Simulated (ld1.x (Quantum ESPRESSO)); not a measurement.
# PBE TM dataset for O, scalar-relativistic all-electron reference.

Input for ld1.x (Quantum ESPRESSO) 7.5:

```
&input
   title='O', zed=8., rel=1, dft='PBE', iswitch=3,
   config='[He] 2s2 2p3.75',
   nld=2, rlderiv=1.90, eminld=-4.0, emaxld=5.0, deld=0.02
 /
 &inputp
   pseudotype=2, tm=.true., lloc=-1, rcloc=0.95,
   nlcc=.false.,
   file_pseudopw='O.UPF', file_wfcaegen='ae.wfc', file_wfcncgen='nc.wfc', file_beta='beta', file_chi='chi'
 /
2
2S  1  0   2.00   0.00  0.60  0.60  0.0
2P  2  1   3.75   0.00  1.75  1.75  0.0
 &test
   configts(1)='2s2 2p3.75'
 /
```

Command:

```bash
ld1.x < O.in > O.out
```

The program printed (shortened: banner, matrices, multipoles, cross overlaps and the repeated all-electron block are left out):

```
Program LD1 v.7.5
     --------------------------- All-electron run ----------------------------

     O
     scalar relativistic calculation

     atomic number is  8.00
     dft =PBE   lsd =0 sic =0 latt =0  beta=0.20 tr2=1.0E-14
     Exchange-correlation= PBE
                           (   1   4   3   4   0   0   0)
     mesh =1095 r(mesh) =  99.04343 a.u. xmin = -7.00 dx = 0.01250
     1 Ry =  13.60569312 eV, c = 137.03599908

     n l     nl                  e(Ry)          e(Ha)          e(eV)
     1 0     1S 1( 2.00)       -38.1368       -19.0684      -518.8776
     2 0     2S 1( 2.00)        -2.0258        -1.0129       -27.5626
     2 1     2P 1( 3.75)        -0.9210        -0.4605       -12.5308

     final scf error:  6.5E-16 reached in  22 iterations

     Etot =    -149.806462 Ry,     -74.903231 Ha,   -2038.220750 eV

     Ekin =     149.606919 Ry,      74.803460 Ha,    2035.505833 eV
     Encl =    -353.728032 Ry,    -176.864016 Ha,   -4812.715049 eV
     Eh   =      70.667862 Ry,      35.333931 Ha,     961.485245 eV
     Exc  =     -16.353212 Ry,      -8.176606 Ha,    -222.496780 eV

     normalization and overlap integrals

     s(1S/1S) =  1.000000  <r> =   0.1995  <r2> =    0.0538  r(max) =   0.1298
     s(2S/2S) =  1.000000  <r> =   1.1263  <r2> =    1.5388  r(max) =   0.8677
     s(2P/2P) =  1.000000  <r> =   1.2196  <r2> =    1.9565  r(max) =   0.8151

     ------------------------ End of All-electron run ------------------------

     --------------------- Generating NC pseudopotential ---------------------

      Generating local potential from pseudized AE potential:
      Matching radius rcloc =   0.9500

      Local pseudo, rcloc= 0.947 Estimated cut-off energy=    26.91 Ry

      Wfc   2S  rcut= 0.604  Using Troullier-Martins method

      Wfc   2P  rcut= 1.769  Using Troullier-Martins method

     ------------------- End of pseudopotential generation -------------------

     Computing logarithmic derivative in   1.89521
     Computing logarithmic derivative in   1.89521
     Computing the partial wave expansion
     R is outside the sphere for l=    0 j= 0.00
     R is outside the sphere for l=    1 j= 0.00

     ---------------------- Testing the pseudopotential ----------------------

     O
     scalar relativistic calculation

     atomic number is  8.00   valence charge is  6.00
     dft =PBE   lsd =0 sic =0 latt =0  beta=0.20 tr2=1.0E-14
     mesh =1095 r(mesh) =  99.04343 xmin = -7.00 dx = 0.01250

     n l     nl             e AE (Ry)        e PS (Ry)    De AE-PS (Ry)
     1 0     2S   1( 2.00)       -2.02582       -2.02580       -0.00001
     2 1     2P   1( 3.75)       -0.92100       -0.92100        0.00000

     eps = 2.5E-15  iter =  6

     Etot =    -149.806462 Ry,     -74.903231 Ha,   -2038.220750 eV
     Etotps =   -30.910205 Ry,     -15.455103 Ha,    -420.554764 eV

     Ekin =      19.525328 Ry,       9.762664 Ha,     265.655618 eV
     Encl =     -68.832196 Ry,     -34.416098 Ha,    -936.509732 eV
     Ehrt =      25.231681 Ry,      12.615841 Ha,     343.294511 eV
     Ecxc =      -6.226253 Ry,      -3.113127 Ha,     -84.712489 eV
     Epseu=      -0.608765 Ry,      -0.304383 Ha,      -8.282672 eV

     ---------------------- End of pseudopotential test ----------------------
```

Generation and configuration tests took about 1.1 s on one core of a shared server CPU.

Transferability test of the new file with ld1.x, input:

```
&input
   title='O', zed=8., rel=1, dft='PBE', iswitch=2,
   config='[He] 2s2 2p3.75'
 /
 &test
   file_pseudo='O.UPF', nconf=8,
   configts(1)='2s2 2p3.75',
   configts(2)='2s2 2p4',
   configts(3)='2s2 2p3',
   configts(4)='2s2 2p2',
   configts(5)='2s2 2p4.3',
   configts(6)='2s2 2p3.5',
   configts(7)='2s2 2p1',
   configts(8)='2s1 2p4'
 /
```

```bash
ld1.x < O.test.in > O.test.out
```

Pseudopotential blocks of its output, shortened (energy terms left out):

```
     ---------------------- Testing the pseudopotential ----------------------

     n l     nl             e AE (Ry)        e PS (Ry)    De AE-PS (Ry)
     1 0     2S   1( 2.00)       -2.02582       -2.02580       -0.00001
     2 1     2P   1( 3.75)       -0.92100       -0.92100        0.00000

     eps = 5.7E-15  iter =  4

     Etot =    -149.806462 Ry,     -74.903231 Ha,   -2038.220750 eV
     Etotps =   -30.910205 Ry,     -15.455102 Ha,    -420.554757 eV

     ---------------------- End of pseudopotential test ----------------------

          ---------------------- Testing the pseudopotential ----------------------

     n l     nl             e AE (Ry)        e PS (Ry)    De AE-PS (Ry)
     1 0     2S   1( 2.00)       -1.76114       -1.75997       -0.00118
     2 1     2P   1( 4.00)       -0.66375       -0.66414        0.00040

     eps = 9.0E-15  iter = 15

     Etot =    -150.004152 Ry,     -75.002076 Ha,   -2040.910457 eV
     Etotps =   -31.107970 Ry,     -15.553985 Ha,    -423.245491 eV
     dEtot_ae =      -0.197690 Ry
     dEtot_ps =      -0.197765 Ry,   Delta E=       0.000075 Ry

     ---------------------- End of pseudopotential test ----------------------

          ---------------------- Testing the pseudopotential ----------------------

     n l     nl             e AE (Ry)        e PS (Ry)    De AE-PS (Ry)
     1 0     2S   1( 2.00)       -2.91523       -2.91718        0.00195
     2 1     2P   1( 3.00)       -1.79705       -1.79027       -0.00678  !

     eps = 1.3E-15  iter = 12

     Etot =    -148.796508 Ry,     -74.398254 Ha,   -2024.479622 eV
     Etotps =   -29.902076 Ry,     -14.951038 Ha,    -406.838476 eV
     dEtot_ae =       1.009954 Ry
     dEtot_ps =       1.008128 Ry,   Delta E=       0.001826 Ry

     ---------------------- End of pseudopotential test ----------------------

          ---------------------- Testing the pseudopotential ----------------------

     n l     nl             e AE (Ry)        e PS (Ry)    De AE-PS (Ry)
     1 0     2S   1( 2.00)       -4.28836       -4.28176       -0.00661  !
     2 1     2P   1( 2.00)       -3.17823       -3.13733       -0.04090  !

     eps = 6.8E-15  iter = 19

     Etot =    -146.327963 Ry,     -73.163981 Ha,   -1990.893355 eV
     Etotps =   -27.454121 Ry,     -13.727061 Ha,    -373.532347 eV
     dEtot_ae =       3.478499 Ry
     dEtot_ps =       3.456083 Ry,   Delta E=       0.022416 Ry

     ---------------------- End of pseudopotential test ----------------------

          ---------------------- Testing the pseudopotential ----------------------

     n l     nl             e AE (Ry)        e PS (Ry)    De AE-PS (Ry)
     1 0     2S   1( 2.00)       -1.46858       -1.46606       -0.00252
     2 1     2P   1( 4.30)       -0.38148       -0.38175        0.00027

     eps = 4.1E-15  iter = 12

     Etot =    -150.160161 Ry,     -75.080080 Ha,   -2043.033064 eV
     Etotps =   -31.264102 Ry,     -15.632051 Ha,    -425.369774 eV
     dEtot_ae =      -0.353699 Ry
     dEtot_ps =      -0.353897 Ry,   Delta E=       0.000199 Ry

     ---------------------- End of pseudopotential test ----------------------

          ---------------------- Testing the pseudopotential ----------------------

     n l     nl             e AE (Ry)        e PS (Ry)    De AE-PS (Ry)
     1 0     2S   1( 2.00)       -2.30727       -2.30828        0.00102
     2 1     2P   1( 3.50)       -1.19639       -1.19526       -0.00113

     eps = 1.5E-16  iter =  9

     Etot =    -149.542165 Ry,     -74.771082 Ha,   -2034.624804 eV
     Etotps =   -30.646016 Ry,     -15.323008 Ha,    -416.960288 eV
     dEtot_ae =       0.264297 Ry
     dEtot_ps =       0.264189 Ry,   Delta E=       0.000109 Ry

     ---------------------- End of pseudopotential test ----------------------

          ---------------------- Testing the pseudopotential ----------------------

     n l     nl             e AE (Ry)        e PS (Ry)    De AE-PS (Ry)
     1 0     2S   1( 2.00)       -5.84242       -5.80075       -0.04167  !
     2 1     2P   1( 1.00)       -4.77428       -4.65003       -0.12425  !

     eps = 2.8E-15  iter = 21

     Etot =    -142.368669 Ry,     -71.184335 Ha,   -1937.024424 eV
     Etotps =   -23.572228 Ry,     -11.786114 Ha,    -320.716498 eV
     dEtot_ae =       7.437793 Ry
     dEtot_ps =       7.337977 Ry,   Delta E=       0.099816 Ry

     ---------------------- End of pseudopotential test ----------------------

          ---------------------- Testing the pseudopotential ----------------------

     n l     nl             e AE (Ry)        e PS (Ry)    De AE-PS (Ry)
     1 0     2S   1( 1.00)       -2.92540       -2.93791        0.01251  !
     2 1     2P   1( 4.00)       -1.80506       -1.81338        0.00832  !

     eps = 7.9E-16  iter = 13

     Etot =    -147.677224 Ry,     -73.838612 Ha,   -2009.250990 eV
     Etotps =   -28.776458 Ry,     -14.388229 Ha,    -391.523663 eV
     dEtot_ae =       2.129238 Ry
     dEtot_ps =       2.133746 Ry,   Delta E=      -0.004508 Ry

     ---------------------- End of pseudopotential test ----------------------
```
